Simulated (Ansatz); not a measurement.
FGaH4O2Si at its PBE0-D4/def2-TZVP geometry, where that method's forces vanish. The species carries charge 0 and has multiplicity 1. The bonds changed during the relaxation, so this is another structure than the one it started from.

```xyz
9

O    -0.6740    1.5524   -1.0685
Ga   -0.0793    0.7068   -2.6025
Si    0.4875   -1.0853    0.8505
O     0.2292    0.4640    1.2150
F    -0.8249   -1.9834    1.0139
H    -1.3703    2.2135   -1.0621
H     0.8724   -1.2287   -0.5880
H     1.5105   -1.6369    1.7604
H    -0.1510    0.9976    0.4812
```

(1) What forces (eV/Å) does PBE-D4/def2-TZVPP give on these atoms in Ansatz? (An estimate is asked.)

Answers

(1) Computed: 
```
O1   0.208 -0.132  0.282
Ga2  0.136 -0.199 -0.300
Si3  0.391 -0.110 -0.150
O4   0.109  0.314  0.491
F5  -0.518 -0.382  0.068
H6  -0.345  0.332  0.016
H7   0.057 -0.016 -0.196
H8   0.131 -0.052  0.115
H9  -0.170  0.245 -0.327
```
